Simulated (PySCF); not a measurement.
Computed Raman spectrum (relative Raman activity) of a molecule C3H9BO. Coordinates come from a r2SCAN-D4/def2-SVP optimisation. Other conformers were not sampled. These are r2SCAN-D4/def2-SVP (PySCF) values and carry that method's errors. Harmonic, unscaled wavenumbers; measured fundamentals usually lie a few per cent lower.

Lines under 2 % of the strongest are left out, and lines within 2 cm⁻¹ are merged.

ν (cm⁻¹): 883 (vw), 965 (vw), 1010 (vw), 1386 (vw), 1396 (vw), 1463 (w), 1474 (m), 1479 (w), 1492 (w), 2562 (s), 2989 (m), 3015 (s), 3028 (vs), 3105 (m), 3120 (m), 3124 (m), 3143 (s) (against the strongest line: vs over 80 %, s over 45 %, m over 15 %, w over 4 %, vw less)

Task: Identify the compound among the candidates.
(A) CCCBO
(B) CCB(C)O
(C) CCBOC
(D) COB(C)C

Result: C, CCBOC
